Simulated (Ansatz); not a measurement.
This geometry of CH2BOSb (6 atoms, charge 0, multiplicity 1) is a first-order saddle point.

Theory: RKS PBE0-D4/def2-SVP (Ansatz 0.2.0).

```xyz
6
Properties=species:S:1:pos:R:3
B 1.806 -2.392 0.560
C 0.771 -1.256 0.666
O -0.105 -0.466 0.837
Sb -0.223 1.694 -0.261
H -0.320 0.787 -1.712
H -1.928 1.633 -0.090
```

(1) Which two structures does it join? (They come from a converged band through this point; their orientation in space is the band's.)

(2) How far does it lie above each of them?

Answers

(1) No bond is made or broken.

Image 0:

```xyz
6
Properties=species:S:1:pos:R:3
B 1.916 -2.096 0.865
C 0.653 -1.377 0.495
O -0.189 -0.527 0.711
Sb -0.155 1.555 -0.253
H -0.370 0.789 -1.772
H -1.855 1.655 -0.046
```

Image 6:

```xyz
6
Properties=species:S:1:pos:R:3
B 1.680 -2.285 0.319
C 0.824 -1.183 0.870
O -0.161 -0.473 0.808
Sb -0.167 1.582 -0.220
H -0.300 0.727 -1.700
H -1.876 1.633 -0.076
```

(2) 7.2 kJ/mol above the first and 7.2 kJ/mol above the second. This is the barrier of this one path; another mechanism may lie lower.

The run took 4.5 min on 1 thread of Arm Neoverse V2, with other jobs on the host, peak memory 0.25 GiB.
